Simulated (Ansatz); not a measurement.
Cost and result for the atomization energy of Br$_{2}$H$_{2}$O$_{2}$Sn (`[OH][Sn]([OH])([Br])[Br]`) (7 atoms, 6 bonds).

The species carries charge 0 and has multiplicity 1. Correlated methods include outer-core shells of Br, Sn, which these sets cover unevenly. Scalar relativity is left out up to krypton. Sn takes the def2 core potential. The structure was optimised at the PBE0-D4/def2-TZVP level. It is one conformer, not always the lowest. Program: Ansatz. All runs use 4 threads of an Arm Neoverse V2 on a shared host. Times are those of one run each, without the atoms' runs, and a repeat can differ threefold. Electronic energies, without spin–orbit coupling; frozen cores. CCSD(T)/CBS adds CCSD(T) − MP2 in def2-TZVPP to the MP2 limit, and its time is that of the two runs behind it. T1 = 0.011. With those shells the extrapolation isn't a true limit. B3LYP takes the VWN-RPA correlation (the form of Gaussian; ORCA's B3LYP/G).

CCSD(T)/CBS is a level of theory with its own doubt, some kJ/mol a heavy atom from the limit and from the frozen cores, so smaller differences don't rank the functionals.

| level | functions | wall time | atomization (kJ/mol) | difference from CCSD(T)/CBS | per bond |
| --- | --- | --- | --- | --- | --- |
| LDA (SPW92)/def2-TZVPP | 236 | 1.6 s | 2559.2 | 349.7 | 58.3 |
| BLYP-D4/def2-TZVPP | 236 | 2.6 s | 2141.1 | -68.4 | -11.4 |
| PBE-D4/def2-TZVPP (with forces) | 236 | 3.1 s | 2209.4 | -0.1 | 0.0 |
| r2SCAN-D4/def2-TZVPP (with forces) | 236 | 6.5 s | 2171.0 | -38.5 | -6.4 |
| CAM-B3LYP-D4/def2-TZVPP | 236 | 7 s | 2131.5 | -78.0 | -13.0 |
| B3LYP-D4/def2-TZVPP (with forces) | 236 | 8 s | 2117.6 | -91.9 | -15.3 |
| PBE-QIDH/def2-TZVPP | 236 | 9 s | 2121.3 | -88.2 | -14.7 |
| r2SCANh-D4/def2-TZVPP | 236 | 9 s | 2138.3 | -71.2 | -11.9 |
| ωB97X-V/def2-TZVPP | 236 | 13 s | 2163.0 | -46.5 | -7.8 |
| CCSD(T)/def2-SVP | 128 | 24 s | 1935.5 | -274.0 | -45.7 |
| MP2/def2-QZVPP | 434 | 30 s | 2246.8 | 37.3 | 6.2 |
| CCSD(T)/def2-TZVPP | 236 | 8.2 min | 2094.2 | -115.3 | -19.2 |
| CCSD(T)/CBS(def2) | – | 8.7 min | 2209.5 | 0.0 | 0.0 |

Leaving LDA and LC-ωPBE aside and taking each functional with its dispersion term where it has one, the values, not all of them listed here, spread over 193.2 kJ/mol, from BHLYP-D4 to PBE-D4. LDA lies +371.8 kJ/mol from PBE without D4, its usual overbinding. In def2-TZVPP, CCSD(T) changes the Hartree–Fock value by +723.1 kJ/mol (the triples alone add +58.8 kJ/mol) and MP2 by +806.6 kJ/mol; breaking electron pairs costs correlation energy, which Hartree–Fock lacks. From BLYP to BHLYP (50 % exact exchange), in def2-TZVPP and without D4, the atomization energy moves by −114.0 kJ/mol: exact exchange takes away binding that semilocal exchange gives to molecules.

Spin–orbit coupling would lower the free Sn atoms strongly, and the atomization energy with them, by more than many differences here. For some Ge, Se and Sn compounds the MP2-based and the directly extrapolated limit differ by 10 to 25 kJ/mol.
